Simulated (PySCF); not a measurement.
**Exercise with solution: entropy of an ideal gas**

CH₅NOSW, SMILES [CH3][W](=[NH])(=[O])[SH], multiplicity 1.

The structure is a stationary point at PBE-D3(BJ)/def2-SVP. The spin state was assumed, not searched. The structure was generated by enumeration; whether it is a known compound was not checked. The def2 effective core potentials stand for the cores of W; spin–orbit coupling is left out. The values are those of a single conformer.

PBE-D3(BJ)/def2-SVP run with PySCF gives the harmonic wavenumbers 127, 147, 183, 201, 205, 272, 309, 378, 540, 550, 607, 618, 645, 685, 945, 983, 1160, 1348, 1358, 2587, 2957, 3061, 3072, 3507 cm⁻¹ and the rotational temperatures 0.1606, 0.0886, 0.0854 K. The molar mass is 262.96 g/mol, the symmetry number 1, the spin multiplicity 1.

Problem. Work out the entropy at 298.15 K and 1 atm in the rigid-rotor, harmonic-oscillator model.

Solution. 
Translation (Sackur–Tetrode at 1 atm): S = R[1.5 ln M + 2.5 ln T − 1.16487] = 178.2 J/(mol K).
Rotation: q = (√π/σ) T^1.5/√(θA θB θC) = 262000, S = R[ln q + 3/2] = 116.2 J/(mol K).
Vibration: with u = 1.4388 ν/T, each mode gives R[u/(e^u − 1) − ln(1 − e^−u)]:
| ν (cm⁻¹) | modes | u | S (J/(mol K)) |
|---|---|---|---|
| 127 | 1 | 0.61 | 12.51 |
| 147 | 1 | 0.71 | 11.34 |
| 183 | 1 | 0.88 | 9.61 |
| 201 | 1 | 0.97 | 8.89 |
| 205 | 1 | 0.99 | 8.74 |
| 272 | 1 | 1.31 | 6.63 |
| 309 | 1 | 1.49 | 5.72 |
| 378 | 1 | 1.82 | 4.38 |
| 540 | 1 | 2.61 | 2.37 |
| 550 | 1 | 2.65 | 2.28 |
| 607 | 1 | 2.93 | 1.83 |
| 618 | 1 | 2.98 | 1.76 |
| 645 | 1 | 3.11 | 1.58 |
| 685 | 1 | 3.31 | 1.36 |
| 945 | 1 | 4.56 | 0.49 |
| 983 | 1 | 4.74 | 0.42 |
| 1160 | 1 | 5.60 | 0.20 |
| 1348 | 1 | 6.51 | 0.09 |
| 1358 | 1 | 6.55 | 0.09 |
The stiffer modes add less than 0.005 each. Sum 80.3 J/(mol K).
Spin: R ln 1 = 0.0 J/(mol K).
Total 374.7 J/(mol K); the program's own thermochemistry gives 374.7. Translation makes up 48 % and vibration 21 %. Anharmonicity, hindered rotation and orbital degeneracy are left out.
